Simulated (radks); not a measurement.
Mo19+, 23 electrons, occupied as [Ar] 3d5.

All-electron calculation, non-relativistic Kohn-Sham, LB94 model potential, spin-polarised, spherical densities, point nucleus; open shells are filled with parallel spins first (spin-orbit coupling, left out, can overturn this in heavy ions); relativity is left out, which matters for an element this heavy. Program: a radial shooting solver on a logarithmic mesh with Libxc functionals.

Energy parts (eV):
| part | energy |
|---|---|
| kinetic | 103256.599 |
| electron-nucleus | -230632.680 |
| Hartree | 26995.481 |
(The LB94 potential has no energy functional, so no total or exchange-correlation energy is given.)

Orbitals (lengths in bohr, moments of r in powers of bohr; r(90%) holds 90 % of the orbital's charge):
[
 {"orbital": "1s down", "occ.": "1", "eigenvalue (eV)": "-20095.01", "r(90%)": "0.0645"},
 {"orbital": "1s up", "occ.": "1", "eigenvalue (eV)": "-20094.69", "r(90%)": "0.0645"},
 {"orbital": "2s down", "occ.": "1", "eigenvalue (eV)": "-3367.523", "r(90%)": "0.242"},
 {"orbital": "2s up", "occ.": "1", "eigenvalue (eV)": "-3367.416", "r(90%)": "0.243"},
 {"orbital": "2p down", "occ.": "3", "eigenvalue (eV)": "-3160.928", "r(90%)": "0.219"},
 {"orbital": "2p up", "occ.": "3", "eigenvalue (eV)": "-3160.145", "r(90%)": "0.219"},
 {"orbital": "3s up", "occ.": "1", "eigenvalue (eV)": "-1041.247", "r(90%)": "0.607"},
 {"orbital": "3s down", "occ.": "1", "eigenvalue (eV)": "-1028.137", "r(90%)": "0.610"},
 {"orbital": "3p up", "occ.": "3", "eigenvalue (eV)": "-962.8672", "r(90%)": "0.604"},
 {"orbital": "3p down", "occ.": "3", "eigenvalue (eV)": "-949.5114", "r(90%)": "0.607"},
 {"orbital": "3d up", "occ.": "5", "eigenvalue (eV)": "-826.1383", "r(90%)": "0.572"},
 {"orbital": "3d down", "occ.": "0", "eigenvalue (eV)": "-813.6298", "r(90%)": "0.575"}
]

The highest occupied level is 3d up at -826.14 eV. The spin density at the nucleus is 1.198 e/bohr^3 (1s 0.669, 2s -6.295, 3s 6.824). The electron density at the nucleus is 5.17e+04 e/bohr^3. The density falls to 0.001 e/bohr^3 at r = 1.20 bohr.
